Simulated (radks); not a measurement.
Spherical quantum dot in the effective-mass picture: electrons in a well V = -V0 / (1 + exp((r - R)/a)) with V0 = 58.3, R = 1.57, a = 0.056, with a point charge +1 (a donor) at the centre, all in effective atomic units (hartree* = m*/eps^2 hartree, bohr* = eps/m* bohr), one dielectric constant everywhere. Calculated with a radial shooting solver with Libxc functionals: non-relativistic Kohn-Sham, r2SCAN, spin-polarised, spherical densities, generalised Kohn-Sham scheme. Levels are named by radial order and angular momentum (1s, 1p, 1d, 2s, ...), and open shells are averaged over m. Results are scaled to m* = 0.231 and eps = 15.4, for which hartree* = 26.5 meV and bohr* = 3.528 nm. Each electron was tried in the lowest free levels, single moves between levels near the top were tried too, and the lowest total energy was kept; such a search can miss a lower state. The series stops at N = 10: beyond it a trial failed or the search could not be trusted, so later rows were left out. At N = 1 the Hartree and exchange-correlation terms need not cancel, so that row can carry a self-interaction error.

N	open shells	2S	E (meV)	mu = E(N) - E(N-1) (meV)	addition energy mu(N+1) - mu(N) (meV)	e(HOMO) (meV)
1	1s(up 1, down 0)	1	-1537.40	-1537.4	31.65	-1526.3
2	none	0	-3043.16	-1505.8	84.37	-1494.9
3	1p(up 1, down 0)	1	-4464.54	-1421.4	20.31	-1411.5
4	1p(up 2, down 0)	2	-5865.61	-1401.1	21.55	-1390.4
5	1p(up 3, down 0)	3	-7245.13	-1379.5	31.48	-1368.5
6	1p(up 3, down 1)	2	-8593.16	-1348.0	19.95	-1338.3
7	1p(up 3, down 2)	1	-9921.25	-1328.1	20.99	-1317.7
8	none	0	-11228.4	-1307.1	85.77	-1296.4
9	1d(up 1, down 0)	1	-12449.7	-1221.3	19.94	-1211.4
10	1d(up 2, down 0)	2	-13651.1	-1201.4	-	-1191.3

All shells are closed at N = 2, 8 (there: 1s2 1p6); the second difference of the energy has clear peaks (12 % above both neighbours; the first and last values, which can be the largest, are not judged, and half-filled shells can peak too) at N = 2, 5, 8.
